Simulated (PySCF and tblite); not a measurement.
Results of a calculation; reference values are marked as such.
Stationary points of C8H9NO at GFN2-xTB, in Å:

Structure A

```
 1 C     3.342   -0.873    0.188
 2 N     1.937   -0.786    0.392
 3 C     1.232   -0.004   -0.303
 4 C    -0.205    0.102   -0.117
 5 C    -0.824   -0.682    0.862
 6 C    -2.182   -0.622    1.077
 7 C    -2.961    0.234    0.310
 8 C    -2.377    1.018   -0.662
 9 C    -1.003    0.965   -0.887
10 O    -0.518    1.775   -1.862
11 H     3.840   -0.624    1.127
12 H     3.590   -1.909   -0.050
13 H     3.719   -0.215   -0.610
14 H     1.697    0.629   -1.085
15 H    -0.192   -1.336    1.440
16 H    -2.639   -1.236    1.838
17 H    -4.028    0.290    0.470
18 H    -2.962    1.690   -1.270
19 H     0.438    1.674   -1.944
```

Structure B

```
 1 C     3.400   -0.188   -0.358
 2 N     2.027    0.201   -0.322
 3 C     1.121   -0.627    0.000
 4 C    -0.278   -0.265    0.045
 5 C    -1.231   -1.220    0.407
 6 C    -2.571   -0.906    0.458
 7 C    -2.985    0.384    0.145
 8 C    -2.066    1.346   -0.214
 9 C    -0.704    1.042   -0.271
10 O     0.155    2.003   -0.625
11 H     3.781   -0.014   -1.366
12 H     3.958    0.457    0.323
13 H     3.561   -1.238   -0.083
14 H     1.357   -1.669    0.261
15 H    -0.899   -2.220    0.649
16 H    -3.296   -1.655    0.739
17 H    -4.034    0.636    0.183
18 H    -2.373    2.351   -0.459
19 H     1.064    1.611   -0.611
```

Structure C

```
 1 C     3.422   -0.461    0.172
 2 N     2.061   -0.152    0.462
 3 C     1.150   -0.432   -0.353
 4 C    -0.271   -0.142   -0.069
 5 C    -1.032   -1.023    0.688
 6 C    -2.375   -0.781    0.912
 7 C    -2.969    0.349    0.377
 8 C    -2.224    1.242   -0.368
 9 C    -0.873    1.006   -0.591
10 O    -0.171    1.918   -1.319
11 H     4.001    0.462    0.229
12 H     3.790   -1.128    0.952
13 H     3.569   -0.931   -0.812
14 H     1.351   -0.913   -1.330
15 H    -0.558   -1.902    1.098
16 H    -2.955   -1.474    1.502
17 H    -4.018    0.541    0.546
18 H    -2.665    2.133   -0.785
19 H     0.766    1.687   -1.313
```

Level: PBE0/pcSseg-1 + D3(BJ), IEF-PCM tetrahydrofuran on GFN2-xTB stationary points, with GFN2-xTB thermal terms.

Which structure is a saddle point, and along which motion?

C: one imaginary mode (117i cm⁻¹ at GFN2-xTB, mostly on N2, H14, C3), along the rotation about the C4–C3 bond (torsion C5–C4–C3–N2 from -180° to 0°, rising).

Give their symmetry and energies above the lowest.

A Cs, 11.4 kcal/mol; B Cs, 0.0 kcal/mol; C C1, 16.4 kcal/mol.
